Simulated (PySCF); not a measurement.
## Beryllium: a sound run and one with changed settings

Sound run: Be(2+) 1s2, Be(3+) 1s1. Calculation: PySCF 2.14, in cc-pVDZ (3s2p1d, 14 functions); the non-relativistic Hamiltonian (point nucleus). The sound run starts from symmetry-adapted Hartree-Fock orbitals and uses a fine grid where one is needed.

Changed run: initial guess 1e, at most 2 SCF cycles. This setting is unsound on purpose.

| species | method | sound run (hartree) | changed run (hartree) | converged |
| --- | --- | --- | --- | --- |
| Be(2+) | UHF | -13.61079 | -13.61079 | no |
| Be(2+) | LDA | -13.44297 | -13.44297 | no |
| Be(2+) | MN15 | -13.66907 | -13.66907 | no |
| Be(3+) | UHF | -7.95238 | -7.95238 | yes |
| Be(3+) | LDA | -7.82599 | -7.82599 | yes |
| Be(3+) | MN15 | -7.95946 | -7.95946 | no |

The SCF was stopped early; the energies are upper bounds that still move, and correlated levels were skipped or rest on poor orbitals.
